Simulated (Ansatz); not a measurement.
Diatomic LuH, closed-shell singlet (lowest of 2S+1 = 1, 3 at CCSD(T)/def2-TZVPP on PBE0 minima; our sources give no spin for the ground state, which may be another). No spin–orbit coupling.

The constants come from a fifth-degree fit in 1/R (seven points, main isotopes). Runs in def2 and cc sets follow the lowest solution found near the PBE0 minimum. The singlet is held restricted. HF and MP2 rows in def2 and cc sets belong to the determinant that coupled cluster picked by its CCSD energy.

The values were computed with Ansatz (a quantum-chemistry and plane-wave program) with Gaussian orbitals. Each number belongs to the level named beside it. In def2 rows elements past Kr take small-core potentials, without spin–orbit coupling.

```
level                                r_e (Å)  ω_e (cm⁻¹)  α_e (cm⁻¹)  B_e (cm⁻¹)  dipole (D)
-----------------------------------  -------  ----------  ----------  ----------  ----------
HF/def2-TZVPP                          1.956        1483       0.086        4.40           -
HF/def2-QZVPP                          1.954        1484       0.088        4.40           -
SVWN5/def2-TZVPP                       1.884        1511        0.11        4.74        1.66
PBE/def2-TZVPP                         1.901        1489        0.10        4.66        1.64
r2SCAN/def2-TZVPP                      1.884        1541        0.10        4.74        1.56
B97M-V/def2-TZVPP                      1.900        1479        0.10        4.66        1.84
B3LYP/def2-TZVPP                       1.904        1506        0.10        4.64        1.80
PBE0/def2-TZVPP                        1.901        1515       0.098        4.65        1.60
BHLYP/def2-TZVPP                       1.908        1526       0.095        4.62        1.75
CAM-B3LYP/def2-TZVPP                   1.906        1515       0.097        4.63        1.80
wB97X-V/def2-TZVPP                     1.914        1511       0.093        4.59        1.66
wB97M-V/def2-TZVPP                     1.906        1516       0.097        4.63        1.76
B2PLYP/def2-TZVPP                      1.890        1537       0.099        4.71           -
MP2/def2-TZVPP                         1.862        1581       0.098        4.85           -
MP2/def2-QZVPP                         1.862        1574       0.096        4.85           -
MP2/CBS(def2-TZVPP, def2-QZVPP)        1.863        1567       0.093        4.85           -
SCS-MP2/def2-TZVPP                     1.881        1561       0.096        4.76           -
SCS-MP2/def2-QZVPP                     1.882        1553       0.094        4.75           -
CCSD/def2-TZVPP                        1.902        1533       0.097        4.65           -
CCSD/def2-QZVPP                        1.902        1522       0.095        4.65           -
CCSD(T)/def2-TZVPP                     1.899        1530       0.099        4.67           -
CCSD(T)/def2-QZVPP                     1.899        1520       0.097        4.66           -
CCSD(T)/CBS(def2-TZVPP, def2-QZVPP)    1.901        1510       0.094        4.66           -
```

Correlated levels freeze the inner cores; with def2 sets outer-core shells near the valence are correlated too. CBS: X⁻³ extrapolation of the correlation energy, Hartree–Fock from the larger set.

Doubts at one or more of the structures used: a restricted determinant that unrestricted orbitals would lower (HF/def2-TZVPP, HF/def2-QZVPP, MP2/def2-TZVPP, MP2/def2-QZVPP, MP2/CBS(def2-TZVPP, def2-QZVPP), SCS-MP2/def2-TZVPP, SCS-MP2/def2-QZVPP, CCSD/def2-TZVPP, CCSD/def2-QZVPP, CCSD(T)/def2-TZVPP, CCSD(T)/def2-QZVPP, CCSD(T)/CBS(def2-TZVPP, def2-QZVPP)).
